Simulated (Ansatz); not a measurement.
Coupled-cluster run, F₂HIn, SMILES `[F][InH][F]`.

```yaml
crystal:
  periodic: [false, false, false]
  atoms:
    - {symbol: F, position_ang: [-1.694299, -0.668801, 0.241707]}
    - {symbol: In, position_ang: [0.043831, 0.113790, -0.088435]}
    - {symbol: F, position_ang: [1.340799, -1.004712, 0.811211]}
    - {symbol: H, position_ang: [0.365369, 1.499423, -0.984782]}
basis:
  gaussian: {orbitals: def2-SVP}
correlation: {method: ccsd_t}
```

```sh
$ ansatz run in.yaml --threads 2 --pin off --events-out ev --progress --plain
```

Log, shortened:

```
Functional definition: HF
644 factors; integrals over basis functions are off by at most 3.6e-4 eV
mean field evaluation 1: about -10568.8498 eV, gradient 4.4e1 eV
mean field evaluation 2: about -10568.9177 eV, gradient 4.4e1 eV
mean field evaluation 4: about -10572.6492 eV, gradient 1.8e0 eV
mean field evaluation 8: about -10572.6842 eV, gradient 9.3e-2 eV
mean field -10572.68427667 eV, -388.5389807449 hartree, gradient 2.0e-6 eV, S^2 0.000000; 0 other end points of the search recorded, 0 dependent functions left out
6 core orbitals not correlated: weight in the atoms' cores, before any rotation towards them, 1.000 or more for the frozen orbitals, at most 0.000 for the correlated occupied ones
reference -10572.68427667 eV, -388.5389807449 hartree; 14, 14 occupied and 39, 39 virtual orbitals, 644 factors
second order -12.62973457 eV of doubles, -0.00000000 eV of singles
cycle   1  -12.48880355 eV  change    1.4e-1 eV  update   1.1e-1
cycle   2  -12.80437826 eV  change   -3.2e-1 eV  update   3.6e-2
cycle   3  -12.91067844 eV  change   -1.1e-1 eV  update   2.1e-2
cycle   4  -12.90876901 eV  change    1.9e-3 eV  update   5.3e-3
cycle   5  -12.90303849 eV  change    5.7e-3 eV  update   2.2e-3
cycle   6  -12.90302439 eV  change    1.4e-5 eV  update   6.6e-4
cycle   7  -12.90311073 eV  change   -8.6e-5 eV  update   2.2e-4
cycle   8  -12.90302792 eV  change    8.3e-5 eV  update   7.0e-5
cycle   9  -12.90301855 eV  change    9.4e-6 eV  update   2.4e-5
perturbative correction -0.21992303 eV, -0.0080820224 hartree
Total energy: -10585.80721826 eV, -389.0212399532 hartree
```

It took 1.6 s on 2 threads of a server CPU on a shared host, with 0.13 GiB of host memory at the peak.

The correlation energy is -13.123 eV, 1.7 % of it from (T); the T1 diagnostic reads 0.0151.
